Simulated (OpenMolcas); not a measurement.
# Dy2+ in a point-charge field

Dy2+ among 6 point charges of -1 e arranged as an octahedron (Oh), 2.88 Å from the ion.
```
   2.8800    0.0000    0.0000  -1.00
   0.0000    2.8800    0.0000  -1.00
  -2.8800    0.0000    0.0000  -1.00
   0.0000   -2.8800    0.0000  -1.00
   0.0000    0.0000    2.8800  -1.00
   0.0000    0.0000   -2.8800  -1.00
```

- Program: OpenMolcas
- Method: CASSCF
- Basis: ANO-RCC-VDZP [7s6p4d2f1g]
- Scalar Hamiltonian: DKH2, point nucleus
- Active space: 10 electrons in 7 orbitals (4f)
- State averaging: 2S+1 = 5 even, 35 roots (33 in the spin-orbit step); 2S+1 = 3 even, 106 roots kept (CI in the orbitals of an earlier block); 2S+1 = 1 even, 42 roots kept (CI in the orbitals of an earlier block, 31 in the spin-orbit step)
- Spin-orbit coupling: RASSI with atomic mean-field integrals over the reference wave functions

The lowest spin-free states (labels of O, the rotations of Oh), above the lowest:

```tsv
State	Degeneracy	E (cm-1)	Free-ion L (%)
5A2	1	0.0	I (100)
2S+1 = 5	5	0.7	I (100)
5T2	3	58.5	I (100)
5T1	3	65.4	I (100)
5A1	1	74.6	I (100)
5T1	3	16413	F (100)
5A1	1	16443	S (100)
5T2	3	16456	F (100)
5A2	1	16499	F (100)
3T1	3	19488	K (100)
3T2	3	19488	K (100)
3A2	1	19499	K (100)
3T2	3	19501	K (100)
3E	2	19502	K (100)
3T1	3	19505	K (100)
3T1	3	24902	H (100)
3T2	3	24913	H (100)
3E	2	24954	H (100)
3T1	3	24962	H (100)
5T2	3	25732	G (100)
```

The lowest levels with spin-orbit coupling:

```
E (cm-1)  Degeneracy  Label  2S+1     J  |mJ| (%)
     0.0           5            5  8.00    8 (33)
     0.1           1     A1     5  8.00    0 (52)
    40.7           3     T2     5  8.00    7 (37)
    44.5           3     T1     5  8.00    4 (33)
    57.3           2      E     5  8.00    6 (49)
    59.4           3     T2     5  8.00    5 (52)
    4254           3     T1     5  7.00    7 (34)
    4255           3     T2     5  7.00    7 (32)
    4275           1     A2     5  7.00    2 (54)
    4281           3     T2     5  7.00    3 (49)
    4284           2      E     5  7.00    4 (50)
    4290           3     T1     5  7.00    5 (55)
    7400           2      E     5  6.00    0 (44)
    7402           3     T2     5  6.00    1 (54)
    7408           1     A2     5  6.00    2 (69)
    7420           3     T2     5  6.00    5 (39)
    7425           3     T1     5  6.00    4 (33)
    7428           1     A1     5  6.00    4 (87)
    9770           3     T1     5  5.00    5 (35)
    9778           3     T2     5  5.00    2 (33)
```

Powder χT (cm3 K/mol): 12.5 at 2 K, 12.9 at 10 K, 13.8 at 50 K, 13.9 at 100 K, 13.9 at 200 K, 14 at 300 K. The effective moment at 300 K is 2.828 √(χT) = 10.56 μB.

Hund's rules give f10 the level 5I8 with g = 1.250, so an isolated free-ion multiplet has χT = g² J(J+1) / 8 = 14.062 cm3 K/mol. The computed 13.957 at 300 K differs by -1 %, through the field's splitting, the mixing of terms and any other multiplet in reach.

Stevens parameters of the J = 8 multiplet, which is 59 cm-1 wide (cm-1, z along the main axis): B40 = -1.406e-03, B44 = -7.028e-03, B60 = -1.057e-06, B64 = 2.219e-05.

High states are left out of the spin-orbit mixing, which shifts the levels that they would mix with. Point charges carry no covalency, so the field is a model and not that of real ligands. A group larger than the point group allows holds several states that coincide in this model. The first state left out of the spin-orbit step lies near 42000 cm-1 above the lowest spin-free state of the reference (among the parities and spins computed), and the lists stop at four fifths of that energy or lower. No measured value stands beside these numbers.
